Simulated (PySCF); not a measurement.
# Relaxation of singlet [GeF3]+

All numbers come from PBE0 in PySCF with Ge def2-TZVP, F def2-TZVP; no relativity; density-fitted integrals. A (50,194) grid was used.

A hand-made trigonal pyramidal start, of C3v symmetry, held to at least that symmetry:

```xyz
4
charge 1 multiplicity 1, angstrom
Ge    0.0000    0.0000   -0.3706
F     1.6008    0.0000    0.4806
F    -0.8004    1.3863    0.4806
F    -0.8004   -1.3863    0.4806
```

Optimiser trace:
```csv
step,E − E(last) (kJ/mol),largest gradient (Eh/bohr)
0,265.55,0.15899
1,96.45,0.08212
2,22.74,0.03432
3,15.04,0.03594
4,2.57,0.01743
5,0.08,0.00246
6,0.00,0.00018
7,0.00,0.00000
```

It ends at D3h with Ge–F 1.649 Å (×3); F–Ge–F 120.0° (×3). A frequency run shows a minimum. Other isomers or separated fragments may lie lower.

Final geometry:
Coordinates in bohr (charge 1 multiplicity 1):
```
Ge    0.0000    0.0000    0.0000
F     3.1156    0.0000    0.0000
F    -1.5578    2.6982    0.0000
F    -1.5578   -2.6982    0.0000
```

The relaxation took of the order of 50 core-seconds on a shared host.
